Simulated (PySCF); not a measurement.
Atoms are numbered as in `[F:1]/[CH:2]=[CH:3]\[O:4][SiH2:5][CH2:6][C:7]([F:8])([F:9])[F:10]` (H(Xn): hydrogen on atom n).

[PySCF: coordinates at the GFN2-xTB level; shieldings: GIAO PBE0/pcSseg-1; a single conformation; relativity neglected; averaged over atoms made equivalent by symmetry, fast rotation or ring inversion; no solvent]

Chemical shifts δ = σref − σ; ¹³C and ¹H and ²⁹Si against TMS; CFCl3 for ¹⁹F; ¹⁷O against H2O, all at this level.

```json
{"atoms": "C2", "nucleus": "¹³C", "count": "1", "Hirshfeld charge": "0.00", "δ (ppm)": "?"}
{"atoms": "C7", "nucleus": "¹³C", "count": "1", "Hirshfeld charge": "0.26", "δ (ppm)": "136.4"}
{"atoms": "C6", "nucleus": "¹³C", "count": "1", "Hirshfeld charge": "-0.19", "δ (ppm)": "26.5"}
{"atoms": "O4", "nucleus": "¹⁷O", "count": "1", "Hirshfeld charge": "-0.19", "δ (ppm)": "?"}
{"atoms": "H(Si5)", "nucleus": "¹H", "count": "2", "Hirshfeld charge": "-0.08", "δ (ppm)": "5.30"}
{"atoms": "H(C6)", "nucleus": "¹H", "count": "2", "Hirshfeld charge": "0.05", "δ (ppm)": "2.06"}
{"atoms": "Si5", "nucleus": "²⁹Si", "count": "1", "Hirshfeld charge": "0.39", "δ (ppm)": "-16.0"}
{"atoms": "F1", "nucleus": "¹⁹F", "count": "1", "Hirshfeld charge": "-0.07", "δ (ppm)": "-182.0"}
{"atoms": "C3", "nucleus": "¹³C", "count": "1", "Hirshfeld charge": "0.01", "δ (ppm)": "134.6"}
{"atoms": "H(C3)", "nucleus": "¹H", "count": "1", "Hirshfeld charge": "0.06", "δ (ppm)": "?"}
{"atoms": "H(C2)", "nucleus": "¹H", "count": "1", "Hirshfeld charge": "0.06", "δ (ppm)": "6.66"}
{"atoms": "F8/F9/F10", "nucleus": "¹⁹F", "count": "3", "Hirshfeld charge": "-0.10", "δ (ppm)": "?"}
```

**Question.** Fill in the missing shifts.

**Answer.** 
- C2: 144.9 ppm, β carbon of an enol-ether or enamine type C=C
- H(C3): 5.99 ppm, hydrogen on an alkene carbon bearing oxygen; a vinylic proton, deshielded by the sp2 carbon and the C=C anisotropy
- F8/F9/F10: -70.2 ppm, fluorine of a CF3 group
- O4: 85.0 ppm, oxygen bonded to C, Si

Shifts are as computed. Against solution values, carbons near 30 ppm lie about +3 ppm off and those near 130 ppm about +5 ppm. Of 1211 compounds with measured shifts, 218 miss one by over three times the rms of a fit or turn the order of signals round; such compounds aren't used in these exercises. Unscaled 19F shifts against computed CFCl3 carry errors that often reach 10 to 50 ppm. Experimental scales use liquid or dissolved standards, which lie at an offset from isolated H2O (liquid H2O: subtract about 36 ppm).
